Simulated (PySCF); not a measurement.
**Palladium: a sound run and one with changed settings**

Sound run: Pd [Kr] 4d10, Pd⁺ [Kr] 4d9. All numbers are calculated (PySCF 2.14, a scalar-relativistic core potential, in def2-TZVP with the def2 core potential (28 electrons) (6s4p3d1f, 40 functions)). The sound run starts from symmetry-adapted Hartree-Fock orbitals and uses a fine grid where one is needed.

Changed run: basis STO-3G, all-electron and non-relativistic. This setting is unsound on purpose.

| species | method | sound run (hartree) | changed run (hartree) | converged |
| --- | --- | --- | --- | --- |
| Pd | UHF | -127.03019 | -4888.59991 | yes |
| Pd | r2SCAN | -127.89558 | -4890.60255 | yes |
| Pd | PBE0 | -127.85727 | -4890.18435 | yes |
| Pd⁺ | UHF | -126.79939 | -4888.95469 | yes |
| Pd⁺ | r2SCAN | -127.58693 | -4890.89915 | yes |
| Pd⁺ | PBE0 | -127.55006 | -4890.48697 | yes |

Ionisation energy of Pd:

```json
{"method": "UHF", "sound run (eV)": "6.281", "changed run (eV)": "-9.654"}
{"method": "r2SCAN", "sound run (eV)": "8.399", "changed run (eV)": "-8.071"}
{"method": "PBE0", "sound run (eV)": "8.359", "changed run (eV)": "-8.235"}
```

A minimal basis cannot let orbitals breathe on ionisation and holds almost no correlation. The Hamiltonian changed with the basis, so the totals do not compare. A negative ionisation energy or a positive MP2 energy shows that the occupation asked for is not the lowest one in this basis.

For comparison, NIST gives 8.337 eV between the lowest levels.
